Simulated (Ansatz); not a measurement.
Complex (SMILES): F (HF) with [H][H] (H2), atoms 1 to 2 the first; geometry from B3LYP-D3(BJ)/def2-TZVP, monomers rigid:
```xyz
4

F     -0.0503     0.0090    -0.4113
H     -0.1533    -0.6305     0.2513
H     -0.6250    -2.1461     1.4219
H     -0.1185    -1.7955     1.8432
```

Interaction energy at HF with Ansatz (a quantum-chemistry and plane-wave program), kcal/mol, without and with the counterpoise correction (monomers among the partner's ghost functions). All functions are spherical. No added dispersion term, no relativity. Reference, counterpoise-corrected: the value in aug-cc-pV5Z, -0.26.

```csv
basis,functions,uncorrected,counterpoise,counterpoise correction,mean of both
3-21G,15,0.49,0.91,0.43,0.70
def2-TZVPD,67,-0.16,-0.14,0.02,-0.15
def2-TZVPP,73,-0.24,-0.17,0.07,-0.21
"6-311++G(3df,3pd)",93,-0.40,-0.25,0.15,-0.32
aug-pcseg-2,115,-0.30,-0.24,0.07,-0.27
pcseg-3,159,-0.27,-0.26,0.01,-0.26
pcseg-4,284,-0.27,-0.26,0.00,-0.27
aug-cc-pV5Z,367,-0.27,-0.26,0.00,-0.27
```

The corrected value lies nearer the reference in 5 of 8 rows.
